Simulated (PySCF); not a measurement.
**Working out the excitation energy of Sn**

Sn [Kr] 4d10 5s2 5p2 (3P) → Sn [Kr] 4d10 5s2 5p1 5d1 (high-spin determinant). Calculation: PySCF 2.14, in aug-cc-pVTZ-PP with ECP28MDF (6s5p4d2f, 55 functions); a scalar-relativistic core potential. Frozen: 4s2 4p6 4d10. Energies in hartree (1 hartree = 27.21139 eV):

```tsv
part	Sn (lower)	Sn (upper)
UHF	-213.340271	-213.130481
MP2 opposite-spin	-0.035996	-0.035425
MP2 same-spin	-0.007630	-0.006662
```

**Question.** What does Hartree-Fock give?

**Answer.** (-213.130481) − (-213.340271) = 0.209790 hartree = 5.709 eV.

**Question.** What do MP2 and SCS-MP2 (6/5 opposite-spin, 1/3 same-spin) give?

**Answer.** The opposite-spin parts differ by 0.016 eV and the same-spin parts by 0.026 eV. MP2: 5.709 + (0.016) + (0.026) = 5.751 eV. SCS-MP2: 5.709 + 1.2 × (0.016) + (0.026)/3 = 5.737 eV.

One determinant mixes LS terms, so it does not stand for a single term.
